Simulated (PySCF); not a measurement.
**Simulated absorption spectrum**

Compound: C6H13PSi.
Atom-mapped SMILES: `[CH3:1][C:2]#[C:3][P:4]([CH3:5])[SiH:6]([CH3:7])[CH3:8]` (hydrogens: H9, H10, H11 on C1; H12, H13, H14 on C5; H15 on Si6; H16, H17, H18 on C7; H19, H20, H21 on C8)

Computed, not measured: PySCF 2.14.0, density-fitted response routines, TDDFT wB97X-D/def2-SVPD, vertical, gas phase, core orbitals frozen in the response. One conformer (not necessarily the lowest) at the PBE0-D3(BJ)/def2-SVP geometry, without solvent, vibrations or thermal averaging. Torsions of this conformer, `[CH3:1][C:2]#[C:3][P:4]([CH3:5])[SiH:6]([CH3:7])[CH3:8]`: C3–P4–Si6–C7 63°.

Broadening: Gaussians 0.3 eV wide at half height, area fixed by f = 4.319×10⁻⁹ ∫ε dν̃. The width is an assumption, not a result. The curve ends short of the highest state used, and states not computed would add to its high-energy end.

(λ (nm), ε (L mol⁻¹ cm⁻¹)): (185.7, 2179), (187.8, 4619), (189.8, 7834), (191.8, 10463), (193.8, 11235), (195.9, 9908), (197.9, 7547), (199.9, 5143), (201.9, 3276), (204.0, 2187), (206.0, 2136), (208.0, 3010), (210.0, 4424), (212.1, 5726), (214.1, 6112), (216.1, 5468), (218.2, 4054), (220.2, 2587), (222.2, 1419), (224.2, 674), (226.3, 267), (228.3, 100), (230.3, 41), (232.3, 38), (234.4, 76), (236.4, 156), (238.4, 290), (240.4, 474), (242.5, 699), (244.5, 900), (246.5, 1038), (248.5, 1079), (250.6, 1010), (252.6, 861), (254.6, 671), (256.6, 480), (258.7, 309), (260.7, 188), (262.7, 106), (264.7, 56), (266.8, 26), (268.8, 12), (270.8, 5), (272.9, 2)

Problem. Where are the band maxima, and which computed states make them?

Solution. 248 nm (4.99 eV), ε about 1100, made up of S1 (100%); 214 nm (5.80 eV), ε about 6100, made up of S2 (100%); 194 nm (6.41 eV), ε about 11000, made up of S4 (19%), S5 (54%) and S6 (20%) (ε in L mol⁻¹ cm⁻¹; maxima over ε = 5, shares over 10%). The states used: S1 4.99 eV (f 0.012); S2 5.80 eV (f 0.068); S3 6.22 eV (f 0.027); S4 6.36 eV (f 0.025); S5 6.41 eV (f 0.067); S6 6.50 eV (f 0.033); S7 7.05 eV (f 0.136); S8 7.13 eV (f 0.384); S9 7.26 eV (f 0.053); S10 7.28 eV (f 0.017).

Problem. On this curve, what absorbance would a 10⁻⁵ mol/L sample give at 248 nm over a 1 cm path?

Solution. 248 nm is 4.999 eV, where ε is about 1100 L mol⁻¹ cm⁻¹, so A = ε c l ≈ 0.011 (Beer–Lambert, with the gas-phase spectrum and the assumed width).

Problem. What would ε be at 6.41 eV, the highest of these maxima, with half the width (0.15 eV)?

Solution. About 17700 L mol⁻¹ cm⁻¹ against 11300, a factor of about 1.6; a lone state at its own centre would give exactly 2.

Problem. Coming from long wavelengths, where does ε first pass 100 L mol⁻¹ cm⁻¹?

Solution. At about 263 nm (4.72 eV), 0.28 eV below S1.

All these states lie below the vertical ionisation energy of 7.87 eV (ΔSCF).
